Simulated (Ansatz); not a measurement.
Breaking the Br1–Cl2 bond in BrCl (multiplicity 1 held). Energies count from the point at 2.165 Å.


Signs of static correlation in def2-TZVPP, from Ansatz (a quantum-chemistry and plane-wave program) runs.

| R (Å) | T1 of restricted CCSD | ⟨S²⟩ of UHF | largest double amplitude of restricted CCSD |
|---|---|---|---|
| 1.732 | 0.007 | 0.000 | 0.031 |
| 1.949 | 0.008 | 0.000 | 0.062 |
| 2.165 | 0.008 | 0.000 | 0.102 |
| 2.382 | 0.010 | 0.237 | 0.151 |
| 2.598 | 0.012 | 0.655 | [?] |
| 2.923 | 0.016 | 0.895 | 0.311 |
| 3.248 | 0.021 | 0.986 | [?] |
| 3.789 | 0.028 | 1.018 | 0.575 |
| 4.331 | 0.031 | 1.018 | 0.672 |
| 4.980 | 0.030 | 1.018 | 0.729 |
| 5.846 | 0.029 | 1.018 | 0.758 |
| 6.929 | 0.028 | 1.018 | 0.772 |
| 8.661 | 0.027 | 1.018 | 0.783 |

Task: Complete the blanks.

Result: 
- 2.598, largest double amplitude of restricted CCSD: 0.209
- 3.248, largest double amplitude of restricted CCSD: 0.419

Doubts at one or more of the structures used: a restricted determinant that unrestricted orbitals would lower (R-CCSD(T)/def2-TZVPP); other coupled-cluster roots lie near (R-CCSD(T)/def2-TZVPP); a spin-contaminated determinant (U-CCSD(T)/def2-TZVPP); T1 above 0.05 (U-CCSD(T)/def2-TZVPP); the program's own flag: other amplitudes (U-CCSD(T)/def2-TZVPP).
